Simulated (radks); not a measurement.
Neutral bromine inside a hard spherical wall (all orbitals vanish at R), configuration held at [Ar] 3d10 4s2 4p5 and not refilled when levels cross. All-electron calculation, scalar-relativistic Kohn-Sham, r2SCAN, spin-polarised, spherical densities, finite nucleus; open shells are filled with parallel spins first; meta-GGA in the generalised Kohn-Sham scheme; Fermi nuclear charge, rms radius 4.1629 fm. Program: a radial shooting solver on a logarithmic mesh with Libxc functionals. Eigenvalues in eV for spin up, with the zero of energy where the potential of the charges vanishes at infinity; a dash marks a level that is unbound or too diffuse for the functional's potential to be trusted. A positive occupied level is held by the wall or, in an anion where self-interaction has pushed it up, behind a barrier. The pressure on the wall is -dE/dV.

R (bohr)  E (hartree)  kinetic (hartree)    e(3p)    e(3d)    e(4s)   e(4p)  e(5s, empty)  e(5p, empty)  pressure (GPa)
free      -2606.84520           2663.306  -177.66  -68.026  -21.377  -8.610             -             -               0
15        -2606.84520           2663.306  -177.66  -68.026  -21.377  -8.610             -             -        < 0.0001
12        -2606.84520           2663.306  -177.66  -68.026  -21.377  -8.610         0.411         1.681        < 0.0001
8         -2606.84480           2663.310  -177.62  -67.993  -21.350  -8.585         1.721         4.463          0.0234
7         -2606.84325           2663.325  -177.53  -67.904  -21.278  -8.515         2.774         6.380           0.147
6         -2606.83575           2663.385  -177.22  -67.589  -21.037  -8.271         4.858         9.760           0.977
5         -2606.79856           2663.633  -176.16  -66.538  -20.265  -7.440         9.558        16.421            7.08
3.5       -2606.27547           2666.207  -168.87  -59.343  -14.917  -1.084        35.549        47.715             191
3         -2605.45826           2669.505  -162.14  -52.739   -9.245   5.870        60.670        75.726             663
2.5       -2603.29224           2677.141  -150.46  -41.309    2.954  20.643        110.36        129.13            2620
1.5       -2573.26165           2766.372  -80.474   30.121   134.25  166.09        510.21        533.01           94800
